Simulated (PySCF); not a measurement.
Sr⁺: ionisation energy

Sr⁺ [Kr] 5s1 (2S) → Sr²⁺ [Kr] (1S), as a difference of total energies. Calculation: PySCF 2.14, in aug-cc-pVDZ-X2C (7s6p4d, 45 functions); scalar relativity by spin-free X2C-1e. The calculations carry no spin-orbit coupling.

| method | ionisation energy (eV) |
| --- | --- |
| UHF | 10.440 |
| M06-2X | 10.954 |
| BP86 | 11.172 |

Problem. Which method comes closest to the reference value, and which is furthest?

Solution. The reference is 11.030 eV (measured; NIST Atomic Spectra Database, ionization energies). Closest: M06-2X (error -0.076 eV); furthest: UHF (error -0.590 eV).
